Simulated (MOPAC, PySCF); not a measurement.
H₂SSi, SMILES `[SiH2]=S`, neutral singlet in the gas phase. 

Z-matrix (Å, degrees):
```
Si
H 1 1.4851
H 1 1.4851 2 109.89
S 1 1.9421 2 125.05 3 180.00
```
Charge 0, multiplicity 1.

All levels are single points at this geometry (r2SCAN-D4/def2-TZVP); Pople sets use spherical d functions. Orbital energies aren't observables, and empty levels follow the basis.

PBE/6-31G* in PySCF gives HOMO (eV) = -6.02.

Q: Estimate the HOMO (eV) from each of these levels: r2SCAN-D4/def2-TZVP in PySCF; B3LYP/3-21G in PySCF; B3LYP/6-311+G** in PySCF; B3LYP/6-31G* in PySCF; B3LYP/LANL2DZ in PySCF; BP86/6-31G* in PySCF; SVWN5/6-31G* in PySCF; HF/3-21G in PySCF; HF/6-31G* in PySCF; AM1 in MOPAC; PM3 in MOPAC; PM7 in MOPAC.

A: 
```csv
level,HOMO (eV)
r2SCAN-D4/def2-TZVP in PySCF,-6.32
B3LYP/3-21G in PySCF,-6.98
B3LYP/6-311+G** in PySCF,-7.03
B3LYP/6-31G* in PySCF,-6.91
B3LYP/LANL2DZ in PySCF,-7.01
BP86/6-31G* in PySCF,-6.12
SVWN5/6-31G* in PySCF,-6.09
HF/3-21G in PySCF,-9.93
HF/6-31G* in PySCF,-9.81
AM1 in MOPAC,-9.36
PM3 in MOPAC,-8.80
PM7 in MOPAC,-9.37
```
